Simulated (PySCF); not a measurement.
Molecule: SMILES Cc1ccccc1[SiH3] (C₇H₁₀Si), singlet. Atoms near the plane z = 0.0 Å, at the GFN2-xTB optimised geometry (x, y, z in Å): C1 (-1.8, -1.8, 0.0), C2 (-1.0, -0.5, 0.0), C3 (-1.7, 0.7, 0.0), C4 (-1.0, 1.9, 0.0), C5 (0.4, 1.9, 0.0), C6 (1.1, 0.7, 0.0), C7 (0.4, -0.5, 0.0), Si8 (1.4, -2.1, 0.0), H9 (-1.5, -2.4, 0.9), H10 (-1.5, -2.4, -0.9), H11 (-2.8, -1.6, 0.0), H12 (-2.8, 0.7, 0.0), H13 (-1.6, 2.9, 0.0), H14 (0.9, 2.9, 0.0), H15 (2.1, 0.8, 0.0), H17 (2.8, -1.7, 0.0).

Calculation: PBE/def2-SVP run with PySCF. Cells within 0.4 Å of a nucleus heavier than hydrogen are left out (blank, or x). The values are rescaled to run from 0 to 1.

```
|555555555555555555555555555|
|555555555555555555555555555|
|555555555555555555555555555|
|555555555555555555555555555|
|555555555555555555555555555|
|555555555355555345555555555|
|555555554035554035555555555|
|55555555536544x255555555555|
|5555555554xx2xxx55555555555|
|555555555335447255555555555|
|555555454235554164455555555|
|55555401xx55555xx1005555555|
|555555347x455551x4455555555|
|555555555314553255555555555|
|5555555554xx25xx55555555555|
|5555555554xx43x355555555555|
|555555555335554345555555555|
|55555402xx45555499542455555|
|55555533xx555558xx931455555|
|5555555554555558xx945555555|
|555555555555555589555555555|
|555555555555555555555555555|
|555555555555555555555555555|
|555555555555555555555555555|
|555555555555555555555555555|
|555555555555555555555555555|
|555555555555555555555555555|
```
Scale: ten equal steps from 0.000 (start of '0') to 1.00 (end of '9'), in the order '0123456789'; x runs from -5.00 to 5.00, y from -5.00 (bottom) to 5.00 (top).

**Question.** Which quantity is mapped?
A. deformation density (molecule minus spherical neutral atoms)
B. log10 of the electron density
C. electrostatic potential
D. Laplacian of the electron density

**Answer.** D, Laplacian of the electron density. In full: Laplacian of the electron density (e/bohr⁵), clipped to [-1.50, 1.50].
